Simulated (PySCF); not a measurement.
Checking a proposed structure

A compound C₄H₉NO₂Si gives the data below (simulated from a calculation) and was assigned the structure `COCCO[SiH2]C#N`.

13C{1H} NMR (computed): δ 121.1 (C), 63.2 (CH2), 51.0 (CH3), 21.1 (CH2).

1H NMR (500 MHz, computed): δ 4.80 (s, 2H), 4.17 (t, 2H), 3.88 (s, 3H), 2.60 (t, 2H).

One averaged value for each set of equivalent atoms, one computed conformer, gas phase, non-relativistic. NMR shieldings at PBE0/pcSseg-1/GIAO; GFN2-xTB structure; PySCF.

Chemical shifts δ = σref − σ; 1H and 13C against TMS, all at this level.

(1) Compare with the shifts computed for the proposed structure, pairing carbons in order of shift.

(2) Which isomer fits?

Results:

(1) Atom-mapped SMILES (the numbers label the heavy atoms): `[CH3:1][O:2][CH2:3][CH2:4][O:5][SiH2:6][C:7]#[N:8]`; H(Xn) means a hydrogen on atom n.

```csv
atom,computed for proposal,given list,difference
C7,126.4,121.1,+5.3
C3,76.4,63.2,+13.2
C4,65.8,51.0,+14.8
C1,59.0,21.1,+37.9
```

The rms difference is 21.5 ppm and the largest +37.9 ppm at C1 (methyl carbon bonded to O). The carbon types in order of shift don't match either: C, CH2, CH2, CH3 for the proposal against C, CH2, CH3, CH2 in the data. The proposal doesn't fit.

(2) `CO[SiH2]OCCC#N`.

- Carbon types of the structure: 1 × C, 2 × CH2, 1 × CH3, leaving 2 H on heteroatoms.
- δC 121.1: nitrile carbon; typical of a nitrile.
- δC 63.2: sp3 CH2 bonded to O; the inductive effect lowers its shielding.
- δH 4.17: hydrogen on an sp3 CH2 bonded to O; its carbon carries O, an electronegative neighbour.
- δH 3.88: hydrogen on a methyl carbon bonded to O; its carbon carries O, an electronegative neighbour.

Other isomers checked: C=N[SiH]1OCCCO1 (rms 29.0 ppm).

This is the structure that produced the data.

Shifts are as computed. Against solution values, carbons near 30 ppm lie about +3 ppm off and those near 130 ppm about +5 ppm. Of 1211 compounds with measured shifts, 218 miss one by over three times the rms of a fit or turn the order of signals round; such compounds aren't used in these exercises. Multiplicities follow the n + 1 count of equivalent neighbours, as no J values were calculated; m marks all less simple cases, F and P coupling included.
